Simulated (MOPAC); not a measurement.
Job for MOPAC: PM3 on F2Ge (SMILES [F][Ge][F]), a point of a bond scan (R = 2.637 Å).

```
PM3 1SCF PRECISE CHARGE=0 THREADS=1
F2Ge

Ge     0.03526473 1    -0.02085730 1     0.41569386 1
F      0.88157646 1     1.78083998 1    -1.31458544 1
F     -0.72485825 1    -1.10611494 1    -0.74019696 1
```

The log:

```
*******************************************************************************
 **                                                                           **
 **                              MOPAC v23.2.5                                **
 **                                                                           **
 *******************************************************************************
 ** MOPAC's Digital Object Identifier: https://doi.org/10.5281/zenodo.6511958 **
 **                                                                           **
 ** Please cite the open-source release paper for use of this MOPAC version:  **
 ** J. E. Moussa and J. J. P. Stewart (2026)                                  **
 ** MOPAC: An open-source semiempirical molecular orbital program             **
 ** J. Open Source Softw., 11(119), 8025, https://doi.org/10.21105/joss.08025 **
 *******************************************************************************

                              PM3 CALCULATION RESULTS

 *******************************************************************************
 *  PM3        - The PM3 Hamiltonian to be used
 *
 *
 *
 *                 CHARGE ON SYSTEM = 0
 *
 *
 *
 *  PRECISE    - TIGHTER CRITERIA TO BE USED
 *  1SCF       - DO 1 SCF AND THEN STOP
 *  THREADS=1  - MULTI-THREADING NOT USED
 *  T=         - A TIME OF 172800.0 SECONDS REQUESTED
 *  DUMP=N     - RESTART FILE WRITTEN EVERY 7200.0 SECONDS REQUESTED
 *******************************************************************************
PM3 1SCF PRECISE CHARGE=0 THREADS=1
 F2Ge

   ATOM   CHEMICAL          X               Y               Z
  NUMBER   SYMBOL      (ANGSTROMS)     (ANGSTROMS)     (ANGSTROMS)

     1      Ge          0.03526473  *  -0.02085730  *   0.41569386  *
     2       F          0.88157646  *   1.78083998  *  -1.31458544  *
     3       F         -0.72485825  *  -1.10611494  *  -0.74019696  *



          CARTESIAN COORDINATES

    NO.       ATOM           X           Y           Z

     1        Ge          0.0353     -0.0209      0.4157
     2         F          0.8816      1.7808     -1.3146
     3         F         -0.7249     -1.1061     -0.7402

  F: (PM3): J. J. P. STEWART, J. COMP. CHEM. 10, 209 (1989).
 Ge: (PM3): J. J. P. STEWART, J. COMP. CHEM. 12, 320-341 (1991).

           Empirical Formula: Ge F2  =     3 atoms



      MOLECULAR POINT GROUP   :   Cs


      RHF CALCULATION, NO. OF DOUBLY OCCUPIED LEVELS = 9


 -------------------------------------------------------------------------------
 PM3 1SCF PRECISE CHARGE=0 THREADS=1
 F2Ge



     1SCF WAS SPECIFIED, SO BFGS WAS NOT USED
     SCF FIELD WAS ACHIEVED


                              PM3 CALCULATION
                                                       MOPAC v23.2.5 Linux




          FINAL HEAT OF FORMATION =         10.12213 KCAL/MOL =      42.35101 KJ/MOL


          COSMO AREA              =         99.25 SQUARE ANGSTROMS
          COSMO VOLUME            =         84.54 CUBIC ANGSTROMS

          IONIZATION POTENTIAL    =         10.815619 EV
          HOMO LUMO ENERGIES (EV) =        -10.816 -4.269
          NO. OF FILLED LEVELS    =          9
          MOLECULAR WEIGHT        =        110.5868         POINT GROUP:  Cs

          MOLECULAR DIMENSIONS (Angstroms)

            Atom       Atom       Distance
            F     3    F     2     3.35337
            F     2   Ge     1     1.37136
           Ge     1    F     3     0.00000


          SCF CALCULATIONS        =          1





   ATOM   CHEMICAL          X               Y               Z
  NUMBER   SYMBOL      (ANGSTROMS)     (ANGSTROMS)     (ANGSTROMS)

     1      Ge          0.03526473  *  -0.02085730  *   0.41569386  *
     2       F          0.88157646  *   1.78083998  *  -1.31458544  *
     3       F         -0.72485825  *  -1.10611494  *  -0.74019696  *

                             CARTESIAN COORDINATES

   1   Ge        0.035264730    -0.020857300     0.415693860
   2    F        0.881576460     1.780839980    -1.314585440
   3    F       -0.724858250    -1.106114940    -0.740196960


           Empirical Formula: Ge F2  =     3 atoms



      MOLECULAR POINT GROUP   :   Cs


                  EIGENVALUES
 -20.78086 -18.49310 -16.84019 -16.78991 -16.46873 -14.16747 -14.12600 -12.32871
 -10.81562  -4.26908  -2.91164   1.46051


              NET ATOMIC CHARGES AND DIPOLE CONTRIBUTIONS

  ATOM NO.   TYPE          CHARGE      No. of ELECS.   s-Pop       p-Pop
    1         Ge           0.468020        3.5320     0.15373     3.37825
    2          F          -0.275141        7.2751     1.94740     5.32774
    3          F          -0.192879        7.1929     1.59050     5.60238
 DIPOLE           X         Y         Z       TOTAL
 POINT-CHG.    -0.414    -1.376     3.358     3.652
 HYBRID         0.578     0.607     1.988     2.157
 SUM            0.164    -0.768     5.345     5.403


          ATOMIC ORBITAL ELECTRON POPULATIONS

     Atom    s        px        py        pz
    1 Ge   0.15373   1.67066   1.07381   0.63378
    2  F   1.94740   1.92730   1.67777   1.72267
    3  F   1.59050   1.93515   1.85039   1.81685

 **********************
 *                    *
 * JOB ENDED NORMALLY *
 *                    *
 **********************




 == MOPAC DONE ==
```

The run finished.

Cost: very roughly 0.03 core-seconds.
